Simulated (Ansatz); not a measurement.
`C=C=C[SiH2][SiH3]` → `C=C=C([SiH3])[SiH3]`  (isomerisation)

Calculated with Ansatz (gas phase, PBE0-D4/def2-TZVP geometries, no zero-point term in ΔE). CCSD(T)/CBS adds triple-zeta CCSD(T) − MP2 to the extrapolated MP2 energy (def2 sets, frozen cores). DFT in def2-TZVPP. One conformer a species, not always the lowest.

```
             level  ΔE (kcal/mol)
            PBE-D4           -1.1
         r2SCAN-D4           -2.9
           PBE0-D4           -2.0
           ωB97M-V           -4.8
               PBE           -0.5
SCS-MP2/def2-TZVPP           -6.4
CCSD(T)/def2-TZVPP           -4.1
SCS-MP2/def2-QZVPP           -6.4
```

Problem. What does CCSD(T)/CBS give? (Best estimate.)

Solution. The calculation gave: -4.2 kcal/mol. The listed levels differ from it by 3.1, 1.3, 2.2, -0.6, 3.7, -2.2, 0.1, -2.2 kcal/mol.

Largest T1 diagnostic among the species: 0.013.

The D4 term adds −1.0 kcal/mol with B3LYP and −0.5 kcal/mol with PBE0; it sums over pairs of atoms, weighted by their polarisabilities, and B3LYP, whose exchange is more repulsive, gets the larger term. From PBE to PBE0 (25 % exact exchange), in def2-TZVPP and without D4, ΔE moves by −1.0 kcal/mol.

B3LYP here is the variant with VWN-RPA as its local correlation; programs differ in this.
